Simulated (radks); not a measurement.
Effect of the nuclear size on the bismuth ion Bi+, [Hg] 6p2. Method: Dirac Kohn-Sham, LDA (Slater exchange, Perdew-Wang correlation), spin-unpolarised, spherical densities, finite nucleus; open shells are shared between the two j in proportion to 2j + 1; Fermi nuclear charge, rms radius 5.5211 fm; computed with a radial shooting solver on a logarithmic mesh with Libxc functionals. The rms radius is varied about that value; shifts are against it.

rms radius (fm)  total energy shift (eV)  density at nucleus (e/bohr^3)  1s1/2 shift (meV)  2s1/2 shift (meV)  5p1/2 shift (meV)  6s1/2 shift (meV)  6p1/2 shift (meV)  6p3/2 shift (meV)  7s1/2 (empty) shift (meV)
4.8696                             -32.1                      3.127e+06             -12800              -1960              0.331              -2.94              0.313              0.419                     -0.472
5.2671                             -12.8                      3.019e+06              -5080               -779              0.131              -1.17              0.125              0.167                     -0.188
5.5211                                 0                      2.957e+06              0.000              0.000              0.000              0.000              0.000              0.000                      0.000
6.0511                              27.7                      2.838e+06              11000               1690             -0.282               2.54             -0.270             -0.362                      0.407
6.4431                              49.2                      2.759e+06              19500               3000             -0.496               4.50             -0.478             -0.641                      0.721

Slopes of the eigenvalues against <r^2> in GHz/fm^2, as finite differences over the two radii next to the reference (eigenvalue slopes, not the field-shift constants of lines): 1s1/2 439000, 2s1/2 67300, 5p1/2 -11.2, 6s1/2 101, 6p1/2 -10.8, 6p3/2 -14.4, 7s1/2 (empty) 16.2.
